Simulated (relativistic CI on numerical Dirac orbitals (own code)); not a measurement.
**V⁺ in a cubic cluster: L2,3 absorption with charge transfer**

Computed with a charge-transfer multiplet model of a cubic metal-ligand cluster with up to one ligand hole, Slater and spin-orbit integrals from Dirac-Coulomb-Breit ions, Slater integrals scaled by 0.8. The ground state mixes d4 with configurations of k ligand holes L, whose averages lie at kΔ + k(k − 1)U_dd/2; a core hole lowers each added d electron by U_cd. 20 K, Lorentzian 0.4 eV and Gaussian 0.3 eV FWHM.

Atomic integrals in eV (Slater integrals scaled, ζ unscaled), ground: F2dd 6.042, F4dd 3.713, zeta_d 0.015; with the core hole: F2dd 6.837, F4dd 4.214, zeta_d 0.025, zeta_core 4.617, F2cd 3.745, G1cd 2.648, G3cd 1.501.

Cluster parameters (eV): Δ = 9.9, U_dd = 5.6, U_cd = 7.1, 10Dq = 0.65, 10Dq(ligand) = 1, final-state hopping factor = 1.

```json
{"Case": "V(eg) = 1.8 eV, V(t2g) = -0.95 eV", "n_d": "4.09", "d4": "0.91", "d5L": "0.09", "S": "2.00"}
{"Case": "V(eg) = 2.7 eV, V(t2g) = -1.43 eV", "n_d": "4.16", "d4": "0.84", "d5L": "0.16", "S": "2.00"}
{"Case": "V(eg) = 3.6 eV, V(t2g) = -1.91 eV", "n_d": "4.21", "d4": "0.79", "d5L": "0.21", "S": "2.00"}
```

Weights, n_d and S are thermal averages at 20 K. Photon energies count from the first peak over 30 % of the highest in each spectrum, which can be another peak from case to case. The parameters are a model scan and need not match a compound or its usual spin state. Peaks in eV (height, largest 100):
- V(eg) = 1.8 eV, V(t2g) = -0.95 eV: -2.7 (7), 0.0 (100), 4.5 (20), 5.3 (32), 6.1 (26), 7.7 (44)
- V(eg) = 2.7 eV, V(t2g) = -1.43 eV: 0.0 (53), 1.0 (100), 5.5 (18), 6.4 (31), 6.9 (28), 8.7 (42)
- V(eg) = 3.6 eV, V(t2g) = -1.91 eV: 0.0 (60), 1.2 (100), 2.0 (71), 5.8 (17), 6.8 (36), 8.9 (39)

Curve for V(eg) = 3.6 eV, V(t2g) = -1.91 eV (points under 2 left out, the grid thinned):

| E (eV) | Intensity |
| --- | --- |
| -2.1 | 2.2 |
| -1.8 | 3.1 |
| -1.5 | 5.2 |
| -1.2 | 6.9 |
| -0.9 | 10.1 |
| -0.5 | 27.0 |
| -0.2 | 49.1 |
| 0.1 | 57.9 |
| 0.4 | 49.7 |
| 0.7 | 62.6 |
| 1.0 | 87.8 |
| 1.3 | 99.6 |
| 1.6 | 78.7 |
| 1.9 | 70.2 |
| 2.3 | 54.2 |
| 2.6 | 33.9 |
| 2.9 | 26.5 |
| 3.2 | 22.1 |
| 3.5 | 15.9 |
| 3.8 | 11.9 |
| 4.1 | 8.7 |
| 4.4 | 6.5 |
| 4.7 | 5.6 |
| 5.1 | 6.3 |
| 5.4 | 8.8 |
| 5.7 | 15.5 |
| 6.0 | 15.7 |
| 6.3 | 18.8 |
| 6.6 | 33.0 |
| 6.9 | 35.6 |
| 7.2 | 29.3 |
| 7.6 | 24.5 |
| 7.9 | 23.7 |
| 8.2 | 33.5 |
| 8.5 | 35.3 |
| 8.8 | 38.9 |
| 9.1 | 33.6 |
| 9.4 | 23.0 |
| 9.7 | 15.6 |
| 10.0 | 10.1 |
| 10.4 | 6.0 |
| 10.7 | 4.4 |
| 11.0 | 3.8 |
| 11.3 | 3.1 |
| 11.6 | 2.2 |

For the case V(eg) = 2.7 eV, V(t2g) = -1.43 eV, Δ = 9.9 eV is larger than U_dd = 5.6 eV, the Mott-Hubbard side of the Zaanen-Sawatzky-Allen scheme. With the core hole the configuration with one ligand hole lies at Δ + U_dd − U_cd = 8.4 eV above the one without, against Δ in the ground state. The added d electron screens the hole, so the order of the configurations is kept and charge-transfer satellites are weaker than in photoemission.

With at most 1 ligand hole the space is cut while the next configuration still counts, so covalency is underestimated, and a final configuration with one more ligand hole, which can lie low, is missing from the spectra.
